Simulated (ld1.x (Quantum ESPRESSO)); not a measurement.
## Building the RRKJ potential for hydrogen (PBE, scalar-relativistic).

- Element: hydrogen (H)
- Generator: ld1.x (Quantum ESPRESSO) 7.5
- Type: norm-conserving RRKJ (Kleinman–Bylander form)
- Functional: PBE
- Relativity: scalar-relativistic
- Frozen core: none
- Valence charge: 1
- Reference configuration: 1s1
- Partial waves: 1s (bound): rc 1.40 bohr
- Local potential: the s channel
- Core correction: none
- rho0: 0.005

All-electron outer shells of the reference configuration (PBE, scalar-relativistic, ld1.x):

```csv
shell,level (eV),outermost node (bohr),outermost maximum (bohr)
1s,-6.49,–,1.03
```

(1) Estimate the cutoffs (Ry, on a coarse ladder) from which the occupation-weighted sum of valence levels, in a spherical-Bessel basis at the reference potential, stays within 10 and 1 mRy of its value at 400 Ry.

(2) What does a ghost test show?

## Answers

(1) 18 Ry and 30 Ry.

(2) No extra level below or beside the all-electron valence levels (s, p, d, f tested).
